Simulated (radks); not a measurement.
Values are calculated unless marked as measured or tabulated.
These are the eigenvalues of the occupied orbitals of an atom or ion with whole-number occupations (eV). Level of theory: Dirac Kohn-Sham, PBEsol, spin-unpolarised, spherical densities, finite nucleus; Fermi nuclear charge, rms radius of each element as measured or else 0.836 A^(1/3) + 0.57 fm (a radial shooting solver on a logarithmic mesh with Libxc functionals).

1s1/2: -87904.26
2s1/2: -15724.56
2p1/2: -15109.77
2p3/2: -12921.67
3s1/2: -3786.909
3p1/2: -3507.637
3p3/2: -3019.503
3d3/2: -2557.299
3d5/2: -2453.372
4s1/2: -869.9086
4p1/2: -748.7613
4p3/2: -629.1768
4d3/2: -431.0632
4d5/2: -408.7385
5s1/2: -160.4850
4f5/2: -152.1863
4f7/2: -147.1537
5p1/2: -119.0555
5p3/2: -96.6350
5d3/2: -39.4462
5d5/2: -36.8262
6s1/2: -27.4983

Which element is it, and in what charge state? The configuration may be excited. Open shells, if any, fill j = l - 1/2 first.

Answer. Z = 82, lead, charge +2: Pb2+ in [Hg]. The list shows which subshells hold electrons but not how many an open one holds; the 1s level, -3230.4 hartree, gives Z - s = 80.4 by -(Z - s)^2/2, which with screening and relativity narrows Z to a few neighbours, and the depths of the outer levels then fix element, charge and occupations together.
